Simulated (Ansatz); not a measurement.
Species: methyltin tribromide, CH$_{3}$Br$_{3}$Sn (charge 0, singlet). SMILES: [CH3][Sn]([Br])([Br])[Br]
Geometry: optimised at B3LYP-D3(BJ)/def2-TZVP (Ansatz, a quantum-chemistry and plane-wave program).

Computed values are from Ansatz. Valence correlation only, unless marked. UHF or UKS for open shells. No spin-orbit coupling. The frozen core is the preceding noble-gas configuration, with the filled d and f shells of earlier blocks. Past Kr the def2 sets carry scalar-relativistic core potentials. CBS(X,Y): correlation extrapolated as X^-3; Hartree-Fock from the larger set.

Task: What is the total energy at CCSD(T)/CBS(def2-TZVPPD,def2-QZVPPD)?

Result: -7971.5219 Eh.

Task: What is the vertical triplet-singlet gap at CCSD(T)/CBS(def2-TZVPPD,def2-QZVPPD)?

Result: 5.24 eV.

Task: What is the T1 diagnostic at CCSD/def2-QZVPPD?

Result: 0.009.

Task: What is the atomisation energy De at CCSD(T)/CBS(def2-TZVPPD,def2-QZVPPD)?

Result: 582.2 kcal/mol.

Task: What is the dipole moment at CCSD(T)/def2-SVPD?

Result: 2.80 D.
